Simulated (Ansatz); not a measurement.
`[SiH3][GaH][Cl]` → `[Cl][GaH2]` + `[SiH2]` at 700 K and 1 bar (silylene loss).

Isolated molecules relaxed with PBE0-D4/def2-TZVP in Ansatz; ΔE leaves out vibrations. CCSD(T)/CBS adds triple-zeta CCSD(T) − MP2 to the extrapolated MP2 energy (def2 sets, frozen cores). This one scheme is used for every species. For Ga outer-core shells are correlated without core-valence functions, which leaves a few kJ/mol of doubt a bond. Scalar relativity is left out up to krypton.

```tsv
species	CCSD(T)/CBS energy (Eh)	H − E (kJ/mol)	S (J/(mol·K))
`[SiH3][GaH][Cl]`	-2675.24391	147.7	436.5
`[Cl][GaH2]`	-2384.95520	74.2	315.7
`[SiH2]`	-290.19011	56.3	240.4
```

H − E and S are ideal-gas, rigid-rotor, harmonic terms from PBE0-D4/def2-TZVP. 1 Eh = 2625.50 kJ/mol, R = 8.31446 J/(mol·K).

By hand: ΔE, ΔH, ΔS and ΔG.

ΔE = (-2384.95520) + (-290.19011) − (-2675.24391) = 0.09860 Eh = 258.9 kJ/mol. Δ(H − E) = 74.2 + 56.3 − 147.7 = -17.2, so ΔH = 241.7 kJ/mol. ΔS = 315.7 + 240.4 − 436.5 = 119.6 J/(mol·K). ΔG = 241.7 − 700 × (119.6)/1000 = 158.0 kJ/mol.

By hand: the equilibrium constant, and the temperature at which ΔG would vanish if ΔH and ΔS stayed fixed.

log₁₀ K = −ΔG/(RT ln 10) = -11.8. ΔG = 0 at ΔH/ΔS = 2021 K.

The number of gas molecules changes by +1, which sets the sign of ΔS. A doubt of 5 kJ/mol in ΔE shifts log₁₀ K by 0.4 here. Modes under 60 cm⁻¹, often nearly free rotors, make the harmonic entropy too high. These are equilibria of isolated gas molecules and say nothing of rates. Largest T1 diagnostic: 0.014 (customary marks: 0.02 for closed shells, 0.045 for open ones).
